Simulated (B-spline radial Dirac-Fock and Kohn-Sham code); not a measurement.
The computed values come from a radial atomic solver: relaxed Dirac-Fock hole states (ΔSCF) with Breit and QED corrections and a finite nucleus. Free atoms and ions in their tabulated ground configurations, energies from the vacuum level.

Q: Order these levels by binding energy, lowest first.
A. Ar⁴⁺ 3p
B. Hg⁵⁺ 5p1/2
C. Zr⁵⁺ 4s
D. Fe³⁺ 3p1/2
E. Hf⁴⁺ 4f7/2
F. Co⁵⁺ 3d

A: E (64.81 eV), A (72.81 eV), F (99.88 eV), D (110.3 eV), C (124.1 eV), B (160.2 eV).
